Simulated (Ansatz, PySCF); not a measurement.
Energy difference R1 + R2 → P1, each structure at its B3LYP-D3(BJ)/def2-TZVP stationary point, reached from a drawn start (curvature not checked).
R1, CH2 (SMILES [CH2]) (charge 0, multiplicity 3):
```xyz
3

C      0.0000     0.0000    -0.2750
H      0.9962     0.0000     0.1375
H     -0.9962     0.0000     0.1375
```
P1: CH4 (SMILES C), charge 0, multiplicity 1.
R2: H2 (SMILES [H][H]), charge 0, multiplicity 1.

P less R. No zero-point or thermal terms; singlets are restricted closed shells; open shells are unrestricted.

Frozen-core correlation throughout. CBS(a, b) extrapolates the correlation energy as X⁻³ and adds the Hartree–Fock energy of set b.

Codes used: Ansatz (an electronic-structure program) with Gaussian orbitals; PySCF for the D3/D4 terms. No computed number here is a measurement.

The comparison value is -120.01 kcal/mol (CCSD(T)/CBS(cc-pVTZ, cc-pVQZ)). It is a level with limits of its own, not the exact answer.

Q: Order these levels by how close they come to the comparison value for the reaction energy, closest first: B3LYP/def2-TZVPP, BLYP-D4/def2-TZVPP, revPBE/def2-TZVPP, PBE/def2-TZVPP, r2SCAN-D3(BJ)/def2-TZVPP. Give each level's value less the comparison value.

A: PBE/def2-TZVPP (-1.02 kcal/mol), B3LYP/def2-TZVPP (1.36 kcal/mol), BLYP-D4/def2-TZVPP (1.69 kcal/mol), revPBE/def2-TZVPP (4.31 kcal/mol), r2SCAN-D3(BJ)/def2-TZVPP (4.89 kcal/mol)
